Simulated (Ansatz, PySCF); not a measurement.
Reaction (SMILES): CC[SiH3] -> C[SiH2]C [dimethylsilane]
Structures are relaxed separately at B3LYP-D3(BJ)/def2-TZVP in Ansatz (a first-principles code). Frequencies are from Ansatz or PySCF.

Property: isomerisation energy (enthalpy at 298 K, with B3LYP-D3(BJ) rigid-rotor harmonic-oscillator terms), in eV. Correlated levels leave the core frozen unless marked. No spin-orbit coupling. Non-relativistic. CBS marks a two-point X^-3 extrapolation of the correlation energy; Hartree-Fock from the larger set.

```
level                                                program  isomerisation energy (eV)  minus last row
--------------------------------------------  --------------  -------------------------  --------------
BLYP/def2-TZVPD                                       Ansatz                      -0.52            0.03
B3LYP-D3(BJ)/def2-TZVPD                       Ansatz + dftd3                      -0.52            0.03
PBE0/def2-QZVPP                                       Ansatz                      -0.55            0.00
LC-wPBE-D4/def2-TZVPD                         Ansatz + dftd4                      -0.54            0.01
MP2/cc-pV(D+d)Z                                       Ansatz                      -0.43            0.12
MP2/CBS(aug-cc-pV(T+d)Z,aug-cc-pV(Q+d)Z)              Ansatz                      -0.57           -0.02
CCSD(T)/CBS(aug-cc-pV(T+d)Z,aug-cc-pV(Q+d)Z)          Ansatz                      -0.55            0.00
```
